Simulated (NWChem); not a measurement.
The numbers come from NWChem runs, not from measurements. System: H$_{3}$FSi, charge 0, spin multiplicity 1, at a geometry optimised with B3LYP/def2-SVP. The structure started from a generated list of species. Level: MP2/pcseg-1, 6 core orbitals frozen.

The NWChem input:

```
start mol
memory heap 200 mb stack 900 mb global 1100 mb
geometry units angstroms nocenter noautoz
  Si     0.495162    -0.117180     0.000000
  F     -1.089069     0.257721     0.000000
  H      0.794167    -0.912120     1.220675
  H      0.794167    -0.912120    -1.220675
  H      1.281022     1.145274     0.000000
  symmetry group Cs
end
basis spherical
  * library pcseg-1
end
scf
  rhf
  nopen 0
  maxiter 100
  thresh 1e-7
  semidirect memsize 60000000 filesize 0
end
mp2
  freeze core 6
end
task mp2 energy
```

Output (cleaned and shortened):

```
             Northwest Computational Chemistry Package (NWChem) 7.3.0
             --------------------------------------------------------

                                NWChem Input Module
                                -------------------

 Scaling coordinates for geometry "geometry" by  1.889725989
 (inverse scale =  0.529177249)

 Turning off AUTOSYM since
 SYMMETRY directive was detected!

                             Geometry "geometry" -> ""
                             -------------------------

 Output coordinates in angstroms (scale by  1.889725989 to convert to a.u.)

  No.       Tag          Charge          X              Y              Z
 ---- ---------------- ---------- -------------- -------------- --------------
    1 Si                  14.0000     0.49516200    -0.11718000     0.00000000
    2 F                    9.0000    -1.08906900     0.25772100     0.00000000
    3 H                    1.0000     0.79416700    -0.91212000     1.22067500
    4 H                    1.0000     0.79416700    -0.91212000    -1.22067500
    5 H                    1.0000     1.28102200     1.14527400     0.00000000

 Effective nuclear repulsion energy (a.u.)      62.1978871251

            Nuclear Dipole moment (a.u.)
            ----------------------------
        X                 Y               Z
 ---------------- ---------------- ----------------
     0.0000056692     0.0000056692     0.0000000000

      Symmetry information
      --------------------

 Group name             Cs
 Group number              2
 Group order               2
 No. of unique centers     4

      Symmetry unique atoms

     1    2    3    5


 Summary of "ao basis" -> "" (spherical)
 ------------------------------------------------------------------------------
       Tag                 Description            Shells   Functions and Types
 ---------------- ------------------------------  ------  ---------------------
 *                          pcseg-1                   on all atoms

 Summary of "ao basis" -> "ao basis" (spherical)
 ------------------------------------------------------------------------------
       Tag                 Description            Shells   Functions and Types
 ---------------- ------------------------------  ------  ---------------------
 Si                         pcseg-1                  8       18   4s3p1d
 F                          pcseg-1                  6       14   3s2p1d
 H                          pcseg-1                  3        5   2s1p

                                 NWChem SCF Module
                                 -----------------

  ao basis        = "ao basis"
  functions       =    47
  atoms           =     5
  closed shells   =    13
  open shells     =     0
  charge          =   0.00
  wavefunction    = RHF
  use symmetry    = T
  symmetry adapt  = T

 Summary of "ao basis" -> "ao basis" (spherical)
 ------------------------------------------------------------------------------
       Tag                 Description            Shells   Functions and Types
 ---------------- ------------------------------  ------  ---------------------
 Si                         pcseg-1                  8       18   4s3p1d
 F                          pcseg-1                  6       14   3s2p1d
 H                          pcseg-1                  3        5   2s1p

      Symmetry analysis of basis
      --------------------------

        a'         32
        a"         15

 Forming initial guess at       0.0s

      Superposition of Atomic Density Guess
      -------------------------------------

 Sum of atomic energies:        -389.65204084

      Non-variational initial energy
      ------------------------------

 Total energy =    -389.958425
 1-e energy   =    -664.420078
 2-e energy   =     212.263765
 HOMO         =      -0.418439
 LUMO         =       0.023367

      Symmetry analysis of molecular orbitals - initial
      -------------------------------------------------

  Numbering of irreducible representations:

     1 a'          2 a"

  Orbital symmetries:

     1 a'          2 a'          3 a'          4 a'          5 a"
     6 a'          7 a'          8 a'          9 a"         10 a'
    11 a'         12 a"         13 a'         14 a'         15 a'
    16 a"         17 a'         18 a"         19 a'         20 a'
    21 a'         22 a'         23 a"

 Starting SCF solution at       0.3s

 ----------------------------------------------
         Quadratically convergent ROHF

 Convergence threshold     :          1.000E-07
 Maximum no. of iterations :          100
 Final Fock-matrix accuracy:          1.000E-09
 ----------------------------------------------

              iter       energy          gnorm     gmax       time
             ----- ------------------- --------- --------- --------
                 1     -390.0722811381  8.07D-01  2.60D-01      0.3
                 2     -390.1087582572  2.33D-01  7.22D-02      0.3
                 3     -390.1135024814  1.02D-02  2.92D-03      0.3
                 4     -390.1135143641  2.34D-05  6.63D-06      0.3
                 5     -390.1135143641  7.09D-09  2.64D-09      0.4

       Final RHF  results
       ------------------

         Total SCF energy =   -390.113514364114
      One-electron energy =   -665.776504854067
      Two-electron energy =    213.465103364831
 Nuclear repulsion energy =     62.197887125121

        Time for solution =      0.1s

       Symmetry analysis of molecular orbitals - final
       -----------------------------------------------

  Numbering of irreducible representations:

     1 a'          2 a"

  Orbital symmetries:

     1 a'          2 a'          3 a'          4 a'          5 a'
     6 a"          7 a'          8 a'          9 a"         10 a'
    11 a'         12 a"         13 a'         14 a'         15 a'
    16 a"         17 a'         18 a'         19 a"         20 a'
    21 a'         22 a'         23 a"

             Final eigenvalues
             -----------------

              1
    1  -68.8117
    2  -26.2599
    3   -6.1731
    4   -4.2900
    5   -4.2880
    6   -4.2880
    7   -1.5853
    8   -0.7727
    9   -0.6636
   10   -0.6636
   11   -0.6385
   12   -0.4943
   13   -0.4943
   14    0.1055
   15    0.1567
   16    0.1568
   17    0.2051
   18    0.2987
   19    0.2987
   20    0.3424
   21    0.4433
   22    0.6295
   23    0.6295

                       ROHF Final Molecular Orbital Analysis
                       -------------------------------------

 Vector   11  Occ=2.000000D+00  E=-6.384599D-01  Symmetry=a'
              MO Center=  9.9D-02, -2.3D-02, -4.6D-16, r^2= 2.4D+00
   Bfn.  Coefficient  Atom+Function         Bfn.  Coefficient  Atom+Function
  ----- ------------  ---------------      ----- ------------  ---------------
    22      0.427959  2 F  px                25      0.279522  2 F  px
     8     -0.273370  1 Si px                 3     -0.267569  1 Si s
     2      0.173289  1 Si s                 33     -0.172114  3 H  s
    38     -0.172114  4 H  s                 43     -0.172112  5 H  s

 Vector   12  Occ=2.000000D+00  E=-4.943410D-01  Symmetry=a"
              MO Center=  6.3D-01, -6.5D-01, -5.6D-11, r^2= 2.2D+00
   Bfn.  Coefficient  Atom+Function         Bfn.  Coefficient  Atom+Function
  ----- ------------  ---------------      ----- ------------  ---------------
    10      0.407403  1 Si pz                33      0.329693  3 H  s
    38     -0.329693  4 H  s                 34      0.245632  3 H  s
    39     -0.245632  4 H  s                 24     -0.188511  2 F  pz
    27     -0.160574  2 F  pz                 7     -0.157962  1 Si pz

 Vector   13  Occ=2.000000D+00  E=-4.943362D-01  Symmetry=a'
              MO Center=  8.5D-01,  3.0D-01,  1.4D-11, r^2= 2.2D+00
   Bfn.  Coefficient  Atom+Function         Bfn.  Coefficient  Atom+Function
  ----- ------------  ---------------      ----- ------------  ---------------
     9      0.396454  1 Si py                43      0.380699  5 H  s
    44      0.283633  5 H  s                 33     -0.190349  3 H  s
    38     -0.190349  4 H  s                 23     -0.183440  2 F  py
    26     -0.156256  2 F  py                 6     -0.153717  1 Si py

 Vector   14  Occ=0.000000D+00  E= 1.055291D-01  Symmetry=a'
              MO Center=  6.7D-01, -1.6D-01,  1.4D-15, r^2= 5.4D+00
   Bfn.  Coefficient  Atom+Function         Bfn.  Coefficient  Atom+Function
  ----- ------------  ---------------      ----- ------------  ---------------
    11      1.177473  1 Si px                 4      0.979728  1 Si s
    34     -0.544571  3 H  s                 39     -0.544571  4 H  s
    44     -0.544601  5 H  s                 21      0.373191  2 F  s
    12     -0.278602  1 Si py                 8      0.196909  1 Si px
     3     -0.161697  1 Si s

 Vector   15  Occ=0.000000D+00  E= 1.567460D-01  Symmetry=a'
              MO Center=  5.3D-02, -6.7D-01, -1.0D-11, r^2= 5.9D+00
   Bfn.  Coefficient  Atom+Function         Bfn.  Coefficient  Atom+Function
  ----- ------------  ---------------      ----- ------------  ---------------
    12      1.847959  1 Si py                44     -1.398046  5 H  s
    34      0.699116  3 H  s                 39      0.699116  4 H  s
    11      0.437275  1 Si px                26     -0.198258  2 F  py

 Vector   16  Occ=0.000000D+00  E= 1.567515D-01  Symmetry=a"
              MO Center=  3.5D-01,  5.8D-01, -4.0D-11, r^2= 5.9D+00
   Bfn.  Coefficient  Atom+Function         Bfn.  Coefficient  Atom+Function
  ----- ------------  ---------------      ----- ------------  ---------------
    13      1.899071  1 Si pz                34     -1.210835  3 H  s
    39      1.210835  4 H  s                 27     -0.203737  2 F  pz

 center of mass
 --------------
 x =  -0.14912740 y =   0.03528849 z =   0.00000000

 moments of inertia (a.u.)
 ------------------
          27.250336482393          24.510026747142           0.000000000000
          24.510026747142         125.023557964225           0.000000000000
           0.000000000000           0.000000000000         130.823124248616

  Mulliken analysis of the total density
  --------------------------------------

    Atom       Charge   Shell Charges
 -----------   ------   -------------------------------------------------------
    1 Si  14    12.89   2.00  2.00  0.85  0.15  6.00  1.70 -0.05  0.24
    2 F    9     9.55   2.00  0.93  1.02  3.43  2.16  0.01
    3 H    1     1.19   0.77  0.41  0.01
    4 H    1     1.19   0.77  0.41  0.01
    5 H    1     1.19   0.77  0.41  0.01

       Multipole analysis of the density wrt the origin
       ------------------------------------------------

     L   x y z        total         open         nuclear
     -   - - -        -----         ----         -------
     0   0 0 0     -0.000000      0.000000     26.000000

     1   1 0 0      0.718720      0.000000      0.000006
     1   0 1 0     -0.170119      0.000000      0.000006
     1   0 0 1      0.000000      0.000000      0.000000

     2   2 0 0    -16.084068      0.000000     60.742579
     2   1 1 0      0.286821      0.000000    -11.856065
     2   1 0 1      0.000000      0.000000      0.000000
     2   0 2 0    -14.939721      0.000000     13.447184
     2   0 1 1     -0.000000      0.000000      0.000000
     2   0 0 2    -14.871857      0.000000     10.642111

                   NWChem MP2 Semi-direct Energy/Gradient Module
                   ---------------------------------------------

  Basis functions       =     47
  Molecular orbitals    =     47
  Frozen core           =      6
  Frozen virtuals       =      0
  Active alpha occupied =      7
  Active beta occupied  =      7
  Active alpha virtual  =     34
  Active beta virtual   =     34
  Use MO symmetry       = T
  Use skeleton AO sym   = T

  AO/Fock/Back tols     =   1.0D-09  1.0D-09  1.0D-09

 GA uses MA = F    GA memory limited = T

 Available:
  local mem=  1.26D+08
 global mem=  1.44D+08
 local disk=  0.00D+00
  mp2_memr nvloc                    34
  nvloc new                    34
   1 passes of   7:        3145728                      10575                    915810.
   1 passes of   7: M    126152106           G      144174782           F     123006378.

 Semi-direct pass number   1 of   1  for RHF alpha+beta  at        0.4s
  vrange nnbf                  1127
  mp2_eaftype                    10  avail_ma_in_mb                  1099
 EAF : mp2_eaftype filesize          10     457905.
  mp2_eaf for mointskh                     10
Node 0 wrote      2.1 Mb in      0.0 s     Agg I/O rate:  1189.0 Mb/s
 Done moints_semi at        1.1s
  mp2_eaftype                    10  avail_ma_in_mb                  1089
 EAF : mp2_eaftype filesize          10     457905.
  mp2_eaf for kh                    10
 Done maket at        1.1s
 Done multipass loop at        1.1s

          -------------------------------------------
          SCF energy                -390.113514364114
          Correlation energy          -0.285345537869
          Singlet pairs               -0.187525027949
          Triplet pairs               -0.097820509921
          Total MP2 energy          -390.398859901984
          -------------------------------------------

          ---------------------------------------------------
                    Spin Component Scaled (SCS) MP2
          Same spin pairs                     -0.065213673280
          Same spin scaling factor             0.333333333333
          Opposite spin pairs                 -0.220131864589
          Opposite spin scaling fact.          1.200000000000
          SCS-MP2 correlation energy          -0.285896128600
          Total SCS-MP2 energy              -390.399410492715
          ---------------------------------------------------

 -----------------------
 Performance information
 -----------------------

 Timer overhead =  1.37D-07 seconds/call

               Nr. of calls         CPU time (s)                 Wall time (s)                GFlops
             ---------------    -------------------     ------------------------------   -------------------
Name         Min   Avg   Max    Min     Avg     Max     Min     Avg     Max   Mx/calls   Min     Max     Sum
mp2: moin     1     1     1   0.66    0.66    0.66     0.66    0.66    0.66    0.66      0.0     0.0     0.0
mp2: make     1     1     1   2.81E-2 2.81E-2 2.81E-2  2.81E-2 2.81E-2 2.81E-2 2.81E-2   0.0     0.0     0.0
mp2: tota     1     1     1   0.71    0.71    0.71     0.71    0.71    0.71    0.71      0.0     0.0     0.0

 The average no. of pstat calls per process was 3.00D+00
 with a timing overhead of 4.12D-07s

 Task  times  cpu:        1.1s     wall:        1.1s

 Total times  cpu:        1.1s     wall:        1.1s
```
